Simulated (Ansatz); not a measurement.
Cost and result for the atomization energy of CH$_{9}$AlBNSi, SMILES `C[SiH2]B[NH][AlH2]` (14 atoms, 13 bonds).

Z-matrix (Å, degrees):
```
C
Si 1 1.881
H 1 1.093 2 109.6
H 1 1.092 2 111.6 3 119.8
H 1 1.092 2 111.6 3 -119.7
B 2 2.024 1 122.8 3 179.2
H 2 1.497 1 108.2 3 56.2
H 2 1.497 1 108.2 3 -57.5
N 6 1.408 2 130.8 1 1.5
H 6 1.208 2 112.0 1 -178.6
Al 9 1.804 6 132.3 2 0.5
H 9 1.014 6 113.2 2 -179.9
H 11 1.574 9 120.2 6 -0.1
H 11 1.582 9 115.5 6 179.8
```

Charge 0, multiplicity 1. All single points use the PBE0-D4/def2-TZVP geometry. It is one conformer, not always the lowest. Program: Ansatz. All runs use 4 threads of an Arm Neoverse V1 on a shared host. Times are those of one run each, without the atoms' runs, and a repeat can differ threefold. Electronic energies, without spin–orbit coupling; frozen cores. CCSD(T)/CBS adds CCSD(T) − MP2 in def2-TZVPP to the MP2 limit, and its time is that of the two runs behind it. T1 = 0.012. B3LYP takes the VWN-RPA correlation (the form of Gaussian; ORCA's B3LYP/G).

CCSD(T)/CBS is a level of theory with its own doubt, some kJ/mol a heavy atom from the limit and from the frozen cores, so smaller differences don't rank the functionals.

```csv
level,functions,wall time
PBE-D4/def2-TZVPP (with forces),303,3.4 s
PBE0-D4/def2-TZVPP,303,4.2 s
B3LYP-D4/def2-TZVPP (with forces),303,7 s
r2SCAN-D4/def2-TZVPP (with forces),303,7.5 s
B2PLYP/def2-TZVPP,303,7.5 s
ωB97X-V/def2-TZVPP,303,11 s
ωB97M-V/def2-TZVPP (with forces),303,16 s
MP2/def2-QZVPP,581,34 s
CCSD(T)/def2-TZVPP,303,13 min
CCSD(T)/CBS(def2),–,13 min
```

(1) What atomization energy does each give, and how far from CCSD(T)/CBS? (Estimate.)

## Answers

(1) Ansatz gave: 
| level | atomization (kcal/mol) | difference from CCSD(T)/CBS | per bond |
| --- | --- | --- | --- |
| PBE-D4/def2-TZVPP (with forces) | 1135.1 | 6.1 | 0.5 |
| PBE0-D4/def2-TZVPP | 1125.9 | -3.1 | -0.2 |
| B3LYP-D4/def2-TZVPP (with forces) | 1134.3 | 5.3 | 0.4 |
| r2SCAN-D4/def2-TZVPP (with forces) | 1131.8 | 2.8 | 0.2 |
| B2PLYP/def2-TZVPP | 1118.8 | -10.2 | -0.8 |
| ωB97X-V/def2-TZVPP | 1136.9 | 7.9 | 0.6 |
| ωB97M-V/def2-TZVPP (with forces) | 1134.7 | 5.7 | 0.4 |
| MP2/def2-QZVPP | 1122.5 | -6.5 | -0.5 |
| CCSD(T)/def2-TZVPP | 1101.7 | -27.3 | -2.1 |
| CCSD(T)/CBS(def2) | 1129.0 | 0.0 | 0.0 |

From PBE to PBE0 (25 % exact exchange), in def2-TZVPP and without D4, the atomization energy moves by −8.2 kcal/mol: exact exchange takes away binding that semilocal exchange gives to molecules. In def2-TZVPP, CCSD(T) changes the Hartree–Fock value by +247.7 kcal/mol (the triples alone add +12.2 kcal/mol) and MP2 by +252.2 kcal/mol; breaking electron pairs costs correlation energy, which Hartree–Fock lacks. The D4 term adds +11.4 kcal/mol with B3LYP and +6.1 kcal/mol with PBE0; it sums over pairs of atoms, weighted by their polarisabilities, and B3LYP, whose exchange is more repulsive, gets the larger term.
